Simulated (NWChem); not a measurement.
System: HS2, doublet; SMILES [S]S

NWChem input:

```
start job
memory heap 200 mb stack 900 mb global 1100 mb
geometry units angstroms noautoz
  S      0.029869    -1.052074     0.000000
  S      0.067440     0.943595     0.000000
  H     -1.275563     1.274027     0.000000
end
basis spherical
  * library 6-311g**
end
dft
  odft
  mult 2
  xc pbe0
  iterations 150
  mulliken
end
task dft energy
```

In the optimisation the excess spin sits in a" (Cs, its own frame). Geometry: optimised at PBE-D3(BJ)/def2-SVP, spin-unrestricted. No stability test was run on the SCF state.

**Question.** Give the results of this calculation. (PBE0/6-311G** (spherical d), spin-unrestricted.) Quantities: basis functions; energy (Ha); highest occupied level (eV); lowest empty minus highest occupied level, either spin (eV); dipole (D); <S²>.

**Answer.** 
```yaml
number_of_basis_functions: 58
energy (Ha): -796.69
highest occupied level (eV): -7.23
lowest empty minus highest occupied level, either spin (eV): 3.31
dipole (D): 1.85
"<S²>": 0.753
```
